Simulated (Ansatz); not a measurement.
Consider the substitution at a C–O bond: `C[O][In]([SH])[O]C` + `C[CH2][Mg][OH]` → `C[CH2][Mg][O]C` + `C[O][In]([OH])[SH]`.

Gas-phase electronic energies from Ansatz, PBE0-D4/def2-TZVP geometries. CBS: MP2 limit from def2 TZ/QZ plus the TZ coupled-cluster correction, frozen cores. Functionals use def2-TZVPP. Elements past krypton have def2 core potentials. For In, Mg outer-core shells are correlated without core-valence functions, which leaves a few kJ/mol of doubt a bond. Each species was taken in one conformer, which may not be the lowest.

```csv
level,ΔE (kcal/mol)
ωB97X-V,-1.4
B2PLYP,-1.7
```

(1) What does CCSD(T)/CBS give? (An estimate is asked.)

Largest T1 diagnostic among the species: 0.016.

Results:

(1) The calculation gave: -1.2 kcal/mol. The listed levels differ from it by -0.2, -0.5 kcal/mol.

The D4 term adds +0.9 kcal/mol with B3LYP and +0.5 kcal/mol with PBE0; it sums over pairs of atoms, weighted by their polarisabilities, and B3LYP, whose exchange is more repulsive, gets the larger term. In def2-TZVPP, CCSD(T) changes the Hartree–Fock value by +1.1 kcal/mol (the triples alone add +0.2 kcal/mol) and MP2 by +1.2 kcal/mol.

B3LYP here is the variant with VWN-RPA as its local correlation; programs differ in this.
